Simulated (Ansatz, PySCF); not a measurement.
This Ansatz (an electronic-structure program) input computes a PBE0/def2-TZVPD energy:

Ansatz 0.2 input:
```yaml
crystal:
  periodic: [false, false, false]
  atoms:
    - {symbol: C, position_ang: [-1.96977657, 0.13152986, 0.09673017]}
    - {symbol: Si, position_ang: [-0.16308848, 0.25617101, 0.18199439]}
    - {symbol: F, position_ang: [0.33703742, 0.16236814, 1.68369152]}
    - {symbol: F, position_ang: [0.33340002, 1.64327591, -0.40405878]}
    - {symbol: Cl, position_ang: [0.77336209, -1.22116537, -0.86755888]}
    - {symbol: H, position_ang: [-2.54090090, 0.59753142, -0.69657291]}
    - {symbol: H, position_ang: [-2.53829335, -0.46408974, 0.80007660]}
basis:
  gaussian:
    orbitals: def2-TZVPD
hamiltonian:
  xc: {name: PBE0}
magnetization: {spin_polarized: true, initial_magnetization: 1}
output: {forces: true}
```

Write an input for the same energy in PySCF and say what it gives.


```python
from pyscf import gto, scf, dft

mol = gto.M(
    atom='''
    C    -1.96977657    0.13152986    0.09673017
    Si   -0.16308848    0.25617101    0.18199439
    F     0.33703742    0.16236814    1.68369152
    F     0.33340002    1.64327591   -0.40405878
    Cl    0.77336209   -1.22116537   -0.86755888
    H    -2.54090090    0.59753142   -0.69657291
    H    -2.53829335   -0.46408974    0.80007660
    ''',
    basis='def2-tzvpd',
    charge=0,
    spin=1,
    verbose=4,
)

mf = dft.UKS(mol, xc='pbe0').density_fit(auxbasis='def2-universal-jkfit')
mf.grids.level = 3
mf.conv_tol = 1e-9
mf.max_cycle = 100
mf.max_memory = 1500
mf.kernel()
if not mf.converged:
    mf = mf.newton()
    mf.kernel(mf.make_rdm1())
for _ in range(2):
    mo, _, stable, _ = mf.stability(return_status=True)
    if stable:
        break
    mf.kernel(mf.make_rdm1(mo, mf.mo_occ))
mf.analyze()
```
It gives -988.45254 Eh, and Ansatz -988.45249 Eh, a difference of 0.05 mEh, from the treatment of integrals and grids.

It need not be the lowest isomer of its formula.
